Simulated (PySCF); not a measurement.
CH4ClFOSi, SMILES F[Si](Cl)(O)C. Atoms are numbered in the order given.

```xyz
9

C      1.7968    -0.1854    -0.7977
Si     0.0240    -0.0205    -0.3427
O     -0.8260    -1.2805    -0.9607
F     -0.5814     1.3691    -0.9119
Cl    -0.2363     0.0790     1.6990
H      2.2194    -1.1048    -0.3673
H      2.3717     0.6734    -0.4220
H      1.9046    -0.2298    -1.8920
H     -1.7551    -1.3605    -0.7242
```
Charge 0, spin multiplicity 1.

Geometry: PBE0-D3(BJ)/def2-SVP. The values are those of a single conformer.

Two levels are set side by side: PBE/pcSseg-1 (PySCF) and PBE0/pcSseg-1 (PySCF). GIAO shifts against CFCl3 (¹⁹F), H2O (¹⁷O), HCl (³⁵Cl), TMS (²⁹Si), TMS (¹H), TMS (¹³C) at the same level; non-relativistic, no solvent, atoms listed together averaged. Without spin–orbit terms, shifts of atoms bonded to Cl or Br come out too high at both levels. Differences are taken from unrounded values.

```tsv
quantity	PBE
δ(¹³C) of C1 (ppm)	-0.1
δ(²⁹Si) of Si2 (ppm)	-6.9
δ(¹⁷O) of O3 (ppm)	88.5
δ(¹⁹F) of F4 (ppm)	-139.9
δ(³⁵Cl) of Cl5 (ppm)	89.0
δ(¹H) of H9 (ppm)	2.67
```

**Question.** These are the PBE values. What does PBE0 give? (Estimate from the structure and the level; the computed values follow.)

**Answer.** 
```tsv
quantity	PBE0	PBE minus PBE0
δ(¹³C) of C1 (ppm)	0.0	-0.1
δ(²⁹Si) of Si2 (ppm)	-6.8	-0.1
δ(¹⁷O) of O3 (ppm)	78.2	10.3
δ(¹⁹F) of F4 (ppm)	-126.4	-13.5
δ(³⁵Cl) of Cl5 (ppm)	70.9	18.1
δ(¹H) of H9 (ppm)	2.78	-0.11
```

Rough cost on one machine, each run with all the roots and properties that it gave: PBE0 against PBE within a factor of 2.
